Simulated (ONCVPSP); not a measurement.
## aluminium: ONCV pseudisation with revPBE, scalar-relativistic reference atom.

Input for ONCVPSP 4.0.1:

```
# ATOM AND REFERENCE CONFIGURATION
# atsym  z   nc   nv     iexc    psfile
  Al 13.00    3    2  -102130      upf
#
#   n    l    f
    1    0    2.00
    2    0    2.00
    2    1    6.00
    3    0    2.00
    3    1    1.00
#
# PSEUDOPOTENTIAL AND OPTIMIZATION
# lmax
    2
#
#   l,   rc,      ep,       ncon, nbas, qcut
    0    2.10    0.00    4    8    3.70
    1    2.30    0.00    3    6    3.90
    2    2.05    0.09    4    7    5.50
#
# LOCAL POTENTIAL
# lloc, lpopt,  rc(5),   dvloc0
    4    5    1.50    3.00
#
# VANDERBILT-KLEINMAN-BYLANDER PROJECTORs
# l, nproj, debl
    0    3    3.10
    1    2    1.50
    2    2    2.30
#
# MODEL CORE CHARGE
# icmod, fcfact, rcfact
    1    0.55    0.00
#
# LOG DERIVATIVE ANALYSIS
# epsh1, epsh2, depsh
   -2.00    5.00    0.02
#
# OUTPUT GRID
# rlmax, drl
    6.00    0.01
#
# TEST CONFIGURATIONS
# ncnf
    4
# nvcnf
#   n    l    f
    2
    3    0    2.00
    3    1    0.00
#
    2
    3    0    1.00
    3    1    0.00
#
    2
    3    0    2.00
    3    1    0.50
#
    2
    3    0    1.00
    3    1    1.00
#
```

Command:

```bash
oncvpsp.x < Al.dat > Al.out
```

Resulting log (shortened: citation, most of the input echo, consistency checks and plot data are left out):

```
ONCVPSP  (Optimized Norm-Conservinng Vanderbilt PSeudopotential)
scalar-relativistic version 4.0.1

#   n    l    f        energy (Ha)
    1    0    2.00    -5.5547746E+01
    2    0    2.00    -3.9793203E+00
    2    1    6.00    -2.5584979E+00
    3    0    2.00    -2.8380963E-01
    3    1    1.00    -9.9160196E-02

Reference configufation results
  iterations    25
  all-electron total energy (Ha)   -2.42770672D+02

Begin loop to  construct optimized pseudo wave functions
and semi-local pseudopoentials for all angular momenta

   Wellstate for l =  0  n =  5
     eigenvalue =   2.8162
     asymptotic potential =   3.3162
     half-point radius =  3.4410

   Wellstate for l =  0  n =  7
     eigenvalue =   5.9162
     asymptotic potential =   6.4162
     half-point radius =  3.9206

Calculating optimized projector #   1

 for l=   0

    Fraction of norm inside rc  0.367242
    Optimizing pswf for qcut=   3.70 a_B^-1,  ecut=   6.83 Ha
    Residual kinetic energy error=  1.33D-04 Ha

    Energy error per electron        Cutoff
         Ha          eV             Ha
         0.01000     0.27211        3.26
         0.00100     0.02721        5.24
         0.00010     0.00272        7.57
         0.00001     0.00027       32.55

Calculating optimized projector #   2

 for l=   0

    Fraction of norm inside rc  0.164931
    Optimizing pswf for qcut=   3.70 a_B^-1,  ecut=   6.83 Ha
    Residual kinetic energy error=  2.28D-02 Ha

    Energy error per electron        Cutoff
         Ha          eV             Ha
         0.01000     0.27211        7.50
         0.00100     0.02721       16.50
         0.00010     0.00272       47.04
         0.00001     0.00027       54.30

Calculating optimized projector #   3

 for l=   0

    Fraction of norm inside rc  0.111123
    Optimizing pswf for qcut=   3.70 a_B^-1,  ecut=   6.83 Ha
    Residual kinetic energy error=  2.94D-01 Ha

    Energy error per electron        Cutoff
         Ha          eV             Ha
         0.01000     0.27211       14.92
         0.00100     0.02721       32.09
         0.00010     0.00272       54.44
         0.00001     0.00027       61.33

   Wellstate for l =  1  n =  5
     eigenvalue =   1.4008
     asymptotic potential =   1.9008
     half-point radius =  5.1028

Calculating optimized projector #   1

 for l=   1

    Fraction of norm inside rc  0.235310
    Optimizing pswf for qcut=   3.91 a_B^-1,  ecut=   7.63 Ha
    Residual kinetic energy error=  4.17D-06 Ha

    Energy error per electron        Cutoff
         Ha          eV             Ha
         0.01000     0.27211        1.22
         0.00100     0.02721        1.98
         0.00010     0.00272        4.72
         0.00001     0.00027        6.93

Calculating optimized projector #   2

 for l=   1

    Fraction of norm inside rc  0.152425
    Optimizing pswf for qcut=   3.91 a_B^-1,  ecut=   7.63 Ha
    Residual kinetic energy error=  8.00D-05 Ha

    Energy error per electron        Cutoff
         Ha          eV             Ha
         0.01000     0.27211        2.88
         0.00100     0.02721        4.90
         0.00010     0.00272        7.37
         0.00001     0.00027       14.37

   Wellstate for l =  2  n =  3
     eigenvalue =   0.0900
     asymptotic potential =   0.5900
     half-point radius = 11.9511

   Wellstate for l =  2  n =  5
     eigenvalue =   2.3900
     asymptotic potential =   2.8900
     half-point radius =  4.0385

Calculating optimized projector #   1

 for l=   2

    Fraction of norm inside rc  0.031158
    Optimizing pswf for qcut=   5.50 a_B^-1,  ecut=  15.11 Ha
    Residual kinetic energy error=  3.54D-06 Ha

    Energy error per electron        Cutoff
         Ha          eV             Ha
         0.01000     0.27211        1.78
         0.00100     0.02721        5.71
         0.00010     0.00272       10.24
         0.00001     0.00027       13.57

Calculating optimized projector #   2

 for l=   2

    Fraction of norm inside rc  0.187316
    Optimizing pswf for qcut=   5.50 a_B^-1,  ecut=  15.11 Ha
    Residual kinetic energy error=  2.35D-03 Ha

    Energy error per electron        Cutoff
         Ha          eV             Ha
         0.01000     0.27211       12.50
         0.00100     0.02721       17.21
         0.00010     0.00272       45.81
         0.00001     0.00027       54.72

Construct Vanderbilt / Kleinmman-Bylander projectors

B matrix Hermiticity error, ll=   0
   1   2   -1.0558E-04
   1   3   -5.5790E-05
   2   3   -1.4945E-04

  Orthonormal projector coefficients  8.2040E+00  2.4305E+00  4.8118E-01

B matrix Hermiticity error, ll=   1
   1   2   -3.4415E-05

  Orthonormal projector coefficients  1.6295E+00  1.7870E-01

B matrix Hermiticity error, ll=   2
   1   2   -1.4621E-05

  Orthonormal projector coefficients -2.0794E+00 -4.4618E-01

Model core correction analysis
  based on d2Exc/dn_idn_j

d2excae - all-electron derivatives

   -2.239988D-02   -1.010102D-02
   -1.185608D-02   -5.509551D-03

d2excps - pseudofunction derivatives with no core correction

   -2.391047D-02   -1.048581D-02
   -1.220884D-02   -5.414603D-03

rms 2nd derivative error    8.005296E-04

Polynomial model core charge

d2excps - pseudofunction derivatives with core correction

   -2.297655D-02   -1.043193D-02
   -1.218719D-02   -5.638931D-03

rms 2nd derivative error    3.769674E-04

Pseudoatom total energy   -1.954023

Diagnostic tests using Vanderbilt-Kleinman-Bylander pseudopotentials
  1 or more projectors used as specified by nproj input data

   l    rcore       rmatch      e in        delta e   norm test  slope test

   0   2.1073831   2.1713678  -0.2838096  -0.0000008   1.0000199   1.0000566
   0   2.1073831   2.1713678   2.8161904   0.0000401   1.0001443   1.0001443
   0   2.1073831   2.1713678   5.9161904   0.0000321   1.0003533   1.0003533

   1   2.3052243   2.3752159  -0.0991602   0.0000017   1.0000150   0.9999458
   1   2.3052243   2.3752159   1.4008398  -0.0000038   1.0001159   1.0001159

   2   2.0575555   2.1200274   0.0900000   0.0000033   1.0000148   1.0000148
   2   2.0575555   2.1200274   2.3900000   0.0000062   1.0001019   1.0001019

 Testing for bound ghosts
   n   l    E NL Schr. Eq   E Basis Diag.   E Cutoff

   1   0       -0.283810       -0.279839     78.13

   2   1       -0.099158       -0.086907     28.70

 Testing for highly-localized positive-energy ghosts
       l    <radius>/rc     E Basis Diag.   E Cutoff

       0        0.536681        8.406195     78.13  WARNING - GHOST(+)

Test configuration 0

   n   l     f        eae           eps        diff
   1   0  2.0000  -55.54774598
   2   0  2.0000   -3.97932033
   2   1  6.0000   -2.55849794
   3   0  2.0000   -0.28380963   -0.28381047   -8.43D-07
   3   1  1.0000   -0.09916020   -0.09915845    1.75D-06

    Total energies and differences
      AE_ref= -2.42770672D+02  AE_tst= -2.42770672D+02  dif=  0.00D+00
      PS_ref= -1.95402319D+00  PS_tst= -1.95402319D+00  dif= -2.22D-16
      PSP excitation error=  2.22D-16

Test configuration 1

   n   l     f        eae           eps        diff
   1   0  2.0000  -55.85926416
   2   0  2.0000   -4.28534347
   2   1  6.0000   -2.86494585
   3   0  2.0000   -0.54280347   -0.54264897    1.55D-04

    Total energies and differences
      AE_ref= -2.42770672D+02  AE_tst= -2.42559444D+02  dif=  2.11D-01
      PS_ref= -1.95402319D+00  PS_tst= -1.74280101D+00  dif=  2.11D-01
      PSP excitation error=  5.72D-06

Test configuration 2

   n   l     f        eae           eps        diff
   1   0  2.0000  -56.32394813
   2   0  2.0000   -4.73569055
   2   1  6.0000   -3.31546909
   3   0  1.0000   -0.86817688   -0.86744861    7.28D-04

    Total energies and differences
      AE_ref= -2.42770672D+02  AE_tst= -2.41855633D+02  dif=  9.15D-01
      PS_ref= -1.95402319D+00  PS_tst= -1.03934162D+00  dif=  9.15D-01
      PSP excitation error=  3.58D-04

Test configuration 3

   n   l     f        eae           eps        diff
   1   0  2.0000  -55.69059766
   2   0  2.0000   -4.12029157
   2   1  6.0000   -2.69963553
   3   0  2.0000   -0.40656652   -0.40651803    4.85D-05
   3   1  0.5000   -0.20905291   -0.20904569    7.22D-06

    Total energies and differences
      AE_ref= -2.42770672D+02  AE_tst= -2.42694261D+02  dif=  7.64D-02
      PS_ref= -1.95402319D+00  PS_tst= -1.87761051D+00  dif=  7.64D-02
      PSP excitation error= -1.65D-06

Test configuration 4

   n   l     f        eae           eps        diff
   1   0  2.0000  -55.92530408
   2   0  2.0000   -4.34980129
   2   1  6.0000   -2.92888864
   3   0  1.0000   -0.57161374   -0.57149480    1.19D-04
   3   1  1.0000   -0.35743676   -0.35726228    1.74D-04

    Total energies and differences
      AE_ref= -2.42770672D+02  AE_tst= -2.42346911D+02  dif=  4.24D-01
      PS_ref= -1.95402319D+00  PS_tst= -1.53028586D+00  dif=  4.24D-01
      PSP excitation error=  2.32D-05
```

The run took about 7 s on one core of a shared server CPU.
